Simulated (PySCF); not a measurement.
BHO, SMILES B=O. Geometry optimised at PBE0-D3(BJ)/def2-TZVPD.

TDA-PBE/def2-TZVPD (PySCF 2.14.0) puts the lowest singlet excitations at 7.82, 7.99, 7.99, 8.93, 8.93, 9.19 eV and the lowest triplet (TDA) at 6.66 eV.

Q: What are the lowest singlet roots from PySCF with EOM-CCSD/aug-cc-pVDZ? (The exact figures need the calculation; the answer reports its results.)

A: 8.30, 8.40, 8.40, 9.75, 9.75, 10.05 eV; triplets 7.01, 7.75, 7.75 eV. S1 differs by 0.48 eV (second minus first; roots are paired by order, and the bases may differ).
